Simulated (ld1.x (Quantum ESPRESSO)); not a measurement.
## Before and after: TM potential for phosphorus

- Element: P
- Generator: ld1.x (Quantum ESPRESSO) 7.5
- Type: norm-conserving Troullier–Martins (Kleinman–Bylander form)
- Functional: revPBE
- Relativity: scalar-relativistic
- Frozen core: [Ne]
- Valence charge: 5
- Reference configuration: 3s2 3p3
- Partial waves: 3s (bound): rc 1.10 bohr; 3p (bound): rc 1.30 bohr; 3d channel at 0.05 Ry: rc 1.25 bohr
- Local potential: the d channel
- Core correction: Bessel-smoothed model core, default radius (core density twice the valence density)

All-electron outer shells of the reference configuration (revPBE, scalar-relativistic, ld1.x):

```tsv
shell	level (eV)	outermost node (bohr)	outermost maximum (bohr)
2s	-174.10	0.14	0.42
2p	-124.45	–	0.36
3s	-13.94	0.65	1.58
3p	-5.48	0.64	1.83
```

Change: core correction Bessel-smoothed model core inside 1.28 bohr.

Cutoffs: the cutoffs (Ry, on a coarse ladder) from which the occupation-weighted sum of valence levels, in a spherical-Bessel basis at the reference potential, stays within 10 and 1 mRy of its value at 400 Ry; they do not see the model core or the augmentation charge, which bear on the density cutoff. Errors are all-electron minus pseudo energies relative to the spin-unpolarised reference configuration.

Q: How do hardness, ghosts and transferability respond?

A: The potential gets neither clearly harder nor softer (70 Ry and 180 Ry → 70 Ry and 180 Ry); both files keep a bound ghost (s); of the 7 tests that both files solve, the error grows in 5 and shrinks in 0 by more than 15 % and 0.3 meV (median size 16.7 → 19.7 meV). The default core radius of the base comes out at 0.99 bohr. A wider model core is smoother and lowers the density cutoff, which this test does not measure.

```csv
quantity,base,changed
"cutoff, loose",70 Ry,70 Ry
"cutoff, tight",180 Ry,180 Ry
bound ghosts,s,s
"error for 3s2 3p2, meV [ΔE 9.71 eV]",+17,+20
"error for 3s2 3p1, meV [ΔE 28.83 eV]",+132,+162
"error for 3s2 3p0, meV [ΔE 58.53 eV]",+518,+655
"error for 3s2 3p2.5, meV [ΔE 3.76 eV]",+2.7,+3.2
"error for 3s1 3p4, meV [ΔE 8.53 eV]",+7.5,+9.0
"error for 3s1 3p3, meV [ΔE 18.82 eV]",+48,+53
"error for 3s2 3p3.3, meV [ΔE -1.30 eV]",+0.5,+0.6
s: phases at 1.40 bohr within 0.05 rad from the reference energy up to (Ry; the scan ends near 5),-0.8,-0.8
p: phases at 1.40 bohr within 0.05 rad from the reference energy up to (Ry; the scan ends near 5),0.9,0.9
d: phases at 1.40 bohr within 0.05 rad from the reference energy up to (Ry; the scan ends near 5),to the end of the scan,to the end of the scan
```

 A true bound ghost makes a file unfit for plane-wave use even where its test errors are small: the radial tests pick states by their node count and pass the ghost by.
